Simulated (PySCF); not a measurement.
**Mayer bond orders and bond lengths**

C5H8FNO.
Atom-mapped SMILES: `[CH2:1]=[C:2]([F:3])[N:4]([CH3:5])[C:6]([CH3:7])=[O:8]` (hydrogens: H9, H10 on C1; H11, H12, H13 on C5; H14, H15, H16 on C7)

Geometry (GFN2-xTB, Å), atoms numbered from 1 in this order:
```
atom  x, y, z in Å
C1    -2.0303    0.9833    0.4954
C2    -0.8941    0.6150   -0.0767
F3    -0.5074    1.2368   -1.2154
N4    -0.0588   -0.4193    0.3119
C5    -0.6924   -1.5685    0.9359
C6     1.3215   -0.4261    0.2130
C7     1.9774    0.8435   -0.2583
O8     1.9495   -1.4119    0.5244
H9    -2.3754    0.5349    1.4051
H10   -2.6260    1.7594    0.0544
H11   -0.9148   -1.3696    1.9860
H12    0.0089   -2.3994    0.8782
H13   -1.6113   -1.8169    0.4083
H14    1.8745    0.9415   -1.3372
H15    1.5358    1.7184    0.2133
H16    3.0352    0.7879   -0.0147
```

Bond orders from the PBE0/pcSseg-1 density (PySCF). The structure is a single GFN2-xTB conformer in the gas phase; no vibrational or solvent corrections.

Task: Where do the orders between heavy atoms depart from those drawn in the SMILES?

Result: The largest departure is 0.123, at C1–C2 (drawn double, 1.877).

Task: Give the Mayer order of every bond, beside its length.

Result: 
```csv
bond,drawn as,length (Å),Mayer order
C1–C2,double,1.324,1.877
C2–F3,single,1.354,0.951
C2–N4,single,1.385,1.007
N4–C5,single,1.453,0.928
N4–C6,single,1.384,1.025
C6–C7,single,1.505,1.033
C6–O8,double,1.210,1.936
C1–H9,single,1.071,0.944
C1–H10,single,1.073,0.934
C5–H11,single,1.092,0.961
C5–H12,single,1.089,0.944
C5–H13,single,1.088,0.962
C7–H14,single,1.088,0.935
C7–H15,single,1.088,0.945
C7–H16,single,1.087,0.952
```

By pair of heavy elements: C–C: lowest C6–C7 (1.033, 1.505 Å), highest C1–C2 (1.877, 1.324 Å). C–N: lowest N4–C5 (0.928, 1.453 Å), highest N4–C6 (1.025, 1.384 Å).

Task: Sum the orders of all bonds at each heavy atom with more than one neighbour and set the sums beside the valence in the SMILES.

Result: C1 3.755 (drawn 4), C2 3.835 (drawn 4), N4 2.960 (drawn 3), C5 3.795 (drawn 4), C6 3.994 (drawn 4), C7 3.865 (drawn 4). Orders between atoms that aren't bonded are not in these sums.

For a closed shell the Mayer order of atoms A and B is Σ (PS)μν (PS)νμ over the basis functions μ on A and ν on B, with P the density and S the overlap matrix.
